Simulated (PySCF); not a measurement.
C₂H₇NbO₂, SMILES [CH3][Nb]([CH3])(=[O])[OH], multiplicity 1. Atoms are numbered in the order given.

```xyz
12

Nb     0.0493     0.0623     0.0000
O      1.7485     0.2136     0.0000
O     -0.8311     1.7453     0.0000
H     -0.5263     2.6613     0.0000
C     -0.4619    -1.0868    -1.7620
H     -0.0293    -2.0994    -1.6592
H     -1.5583    -1.1778    -1.8647
H     -0.0569    -0.6449    -2.6880
C     -0.4619    -1.0868     1.7620
H     -0.0569    -0.6449     2.6880
H     -1.5583    -1.1778     1.8647
H     -0.0293    -2.0994     1.6592
```

Coordinates come from a B3LYP-D3(BJ)/def2-SVP optimisation. The multiplicity is an assumed one; other spin states were not compared. The def2 effective core potentials stand for the cores of Nb; spin–orbit coupling is left out. Other conformers were not sampled.

Vertical ionisation energy (IE) and electron affinity (EA) in eV. Rows of orbital energies are one-electron estimates. Where ΔSCF, EOM or ADC give a negative EA the extra electron is unbound and the value depends on the basis.

```json
[
 {"level": "−ε(HOMO), −ε(LUMO), M06-2X/def2-TZVP (PySCF)", "IE": "(withheld)", "EA": "(withheld)"},
 {"level": "−ε(HOMO), −ε(LUMO), PBE/def2-TZVP (PySCF)", "IE": "6.62", "EA": "2.57"}
]
```

### Question
What belongs in the gaps? (The exact figures need the calculation; the answer reports its results.)

### Answer

- −ε(HOMO), −ε(LUMO), M06-2X/def2-TZVP (PySCF), IE: 9.31
- −ε(HOMO), −ε(LUMO), M06-2X/def2-TZVP (PySCF), EA: 0.89
